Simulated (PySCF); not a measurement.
A mixed set of molecules.

All values: B3LYP/def2-SVPD (PySCF) at GFN2-xTB geometries, gas phase, one conformer each. Core orbitals are frozen in the response; Δα² is half the sum of the squared differences of the principal polarisabilities.

Task: Rank by HOMO–LUMO gap, lowest first.
A. `F[C@H]([C@H](F)C)C=O`
B. `C=C(CF)OCF`
C. `O1[C@@H](C([C@H]1F)C)F`
D. `Cl[SiH2]Cl`
E. `F[C@@H]1CC[C@@H](F)O1`

Result: A (6.02 eV), B (7.05 eV), D (8.67 eV), C (8.90 eV), E (9.50 eV).

Task: Rank by dipole moment, lowest first.
A. `[CH2:1]=[C:2]([CH2:3][F:4])[O:5][CH2:6][F:7]` with C1–C2–C3–F4 17°, C1–C2–O5–C6 -8°, C2–O5–C6–F7 72°
B. `[CH3:1][C@@H:2]([F:3])[C@@H:4]([F:5])[CH:6]=[O:7]` with C1–C2–C4–F5 -44°, C2–C4–C6–O7 47°
C. dichlorosilane, `Cl[SiH2]Cl`
D. `CC1[C@@H](F)O[C@@H]1F`
E. `[F:1][C@@H:2]1[CH2:3][CH2:4][C@@H:5]([F:6])[O:7]1` with F1–C2–C3–C4 -87°, C2–C3–C4–C5 -34°, C3–C4–C5–F6 -87°, C4–C5–O7–C2 -12°

Result: B (0.98 D), C (1.16 D), A (1.64 D), E (2.22 D), D (2.44 D).

All values together:

```tsv
SMILES	formula	μ (D)	HOMO (eV)	LUMO (eV)	α (Å³)	Δα (Å³)	electrons	α per electron (Å³)
CC1[C@@H](F)O[C@@H]1F	C4H6F2O	2.44	-8.61	0.29	7.69	1.08	56	0.137
F[C@@H]1CC[C@@H](F)O1	C4H6F2O	2.22	-9.15	0.35	7.62	1.12	56	0.136
Cl[SiH2]Cl	Cl2H2Si	1.16	-8.92	-0.25	7.80	2.08	50	0.156
C[C@@H](F)[C@@H](F)C=O	C4H6F2O	0.98	-8.00	-1.98	7.92	1.11	56	0.141
C=C(CF)OCF	C4H6F2O	1.64	-7.19	-0.15	8.32	2.63	56	0.149
```

Conformers: `[F:1][C@@H:2]1[CH2:3][CH2:4][C@@H:5]([F:6])[O:7]1` with F1–C2–C3–C4 -87°, C2–C3–C4–C5 -34°, C3–C4–C5–F6 -87°, C4–C5–O7–C2 -12°; `[CH3:1][C@@H:2]([F:3])[C@@H:4]([F:5])[CH:6]=[O:7]` with C1–C2–C4–F5 -44°, C2–C4–C6–O7 47°; `[CH2:1]=[C:2]([CH2:3][F:4])[O:5][CH2:6][F:7]` with C1–C2–C3–F4 17°, C1–C2–O5–C6 -8°, C2–O5–C6–F7 72°.
